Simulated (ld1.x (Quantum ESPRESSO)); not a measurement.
The numbers below are computed, except where a source is named.
**Pseudopotentials across the periodic table**

Generated with ld1.x 7.5 (TM, RRKJ, ultrasoft, PAW), atompaw 4.2 or ONCVPSP 4.0.1. The cutoff is in Ry: for ld1.x and atompaw files where the sum of valence levels is converged to 10 mRy in a Bessel basis, for ONCV files where the hardest occupied wave has 1 mHa per electron of residual kinetic energy. The error is the largest all-electron minus pseudo excitation energy over each file’s own four to seven test configurations (ionisations up to +4, promotions, holes and added fractions of an electron), all of which were solved. The labels leave out finer settings (local radius, basis sizes, second energies), which also bear on the numbers. Spin-polarised tests are not counted. The rows are a selection from randomly drawn settings: files with unsolved tests, undetermined cutoffs or missed reference levels are left out.

A true bound ghost makes a file unfit for plane-wave use even where its test errors are small: the radial tests pick states by their node count and pass the ghost by.

```csv
element,potential,cutoff (Ry),largest error (meV),bound ghosts
O,"TM, PBE, fully relativistic, rc 0.65/1.20/1.15 (spd), local s, core correction yes, reference 2s2 2p4",160,+1058,none
Nb,"TM semilocal, BLYP, scalar-relativistic, rc 2.50/4.20/2.32 (spd), local p, core correction yes, reference 4d4 5s0.75 5p0",30,-1411,none
Ru,"TM, PBEsol, fully relativistic, rc 2.55/2.95/1.45 (spd), local s, core correction yes, reference 4d8 5s0 5p0",55,-1232,none
Bi,"TM, BLYP, scalar-relativistic, rc 1.70/1.70/1.10/1.50 (spdf), local d, core correction yes, reference 5d10 6s2 6p2",90,-31,"s, p"
```

Question: Fill in the row for Au: TM, PBE, fully relativistic, rc 1.95/1.45/1.80 (spd), local s, core correction yes, reference 5p6 5d10 6s1 6p0.

Answer: cutoff 70 Ry, largest error -645 meV, bound ghosts: none.

Question: Fill in the row for Ru: TM, Wu–Cohen, scalar-relativistic, rc 2.15/3.40/1.85 (spd), local smoothed, core correction no, reference 4d7 5s0 5p1.

Answer: cutoff 50 Ry, largest error -73 meV, bound ghosts: none.
